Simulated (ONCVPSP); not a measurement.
## barium (Ba): excitation energies, all-electron against ONCV

| Item | Value |
| --- | --- |
| Element | barium |
| Generator | ONCVPSP 4.0.1 |
| Type | optimised norm-conserving Vanderbilt (ONCV) |
| Functional | BLYP |
| Relativity | scalar-relativistic |
| Frozen core | [Kr] 4d10 |
| Valence charge | 10 |
| Reference configuration | 5s2 5p6 6s1.75 6p0.25 |
| Partial waves | 5s+6s: rc 2.65 bohr, ncon 4, nbas 7, qcut 3.4 1/bohr, 2 projectors; 5p+6p: rc 3.05 bohr, ncon 4, nbas 7, qcut 4.7 1/bohr, 2 projectors; d scattering state at 0.04 Ha: rc 3.15 bohr, ncon 4, nbas 8, qcut 2.8 1/bohr, 2 projectors, debl 3.7 Ha |
| Local potential | polynomial inside 1.85 bohr (lpopt 2, dvloc0 0 Ha) |
| Core correction | Teter function fitted to the true core (icmod 2), fcfact 0.6 |

In the d channel the program set the typed energies aside and used 0.050, 3.750 Ha.

Energies are relative to the spin-unpolarised reference configuration 5s2 5p6 6s1.75 6p0.25; without spin polarisation the order of configurations can differ from experiment.

(1) Give the all-electron excitation energy and the error of the potential for: 5s2 5p6 6s2 6p0; 5s2 5p6 6s1 6p0; 5s2 5p6 6s0 6p0; 5s2 5p6 5d1 6s1 6p0.

Note: ghosts flagged at negative energy: d at -15468.3 eV; GHOST(+) flagged for d at 102.1 eV, d at 168.5 eV, d at 342.2 eV, d at 556.6 eV. A true bound ghost makes a file unfit for plane-wave use.

## Answers

(1)

| valence configuration | charge | ΔE all-electron (eV) | error AE − PS (meV) |
| --- | --- | --- | --- |
| 5s2 5p6 6s2 6p0 | 0 | -0.505 | 0.0 |
| 5s2 5p6 6s1 6p0 | +1 | 4.769 | -0.8 |
| 5s2 5p6 6s0 6p0 | +2 | 14.833 | -4.0 |
| 5s2 5p6 5d1 6s1 6p0 | 0 | 0.861 | -283 |
